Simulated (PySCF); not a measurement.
BHN, SMILES B=[N] (connectivity only; charge and spin as stated), charge -1, multiplicity 1. Atoms are numbered in the order given.

```xyz
3

B      0.0000     0.0000     0.5882
N      0.0000     0.0000    -0.6734
H      0.0000     0.0000     1.7725
```
Charge -1, spin multiplicity 1.

Geometry optimised at B3LYP-D3(BJ)/def2-TZVPD. The spin state was assumed, not searched. The isomer is the one that the SMILES or the coordinates give; other isomers of the formula were not compared.

These are PBE/pcSseg-2 in PySCF values and carry that method's errors.

GIAO shieldings, no solvent; atoms alike by connectivity are averaged. δ = σ(ref) − σ: ¹¹B against BF3 (σ = 83.1 ppm); ¹⁵N against NH3 (σ = 262.8 ppm); ¹H against TMS (σ = 31.47 ppm), references at their B3LYP-D3(BJ)/def2-TZVP geometries, non-relativistic.

Computed chemical shifts:
```
nucleus  atoms  count  δ (ppm)
-------  -----  -----  -------
¹¹B         B1      1    -14.2
¹⁵N         N2      1    314.4
¹H          H3      1     0.15
```
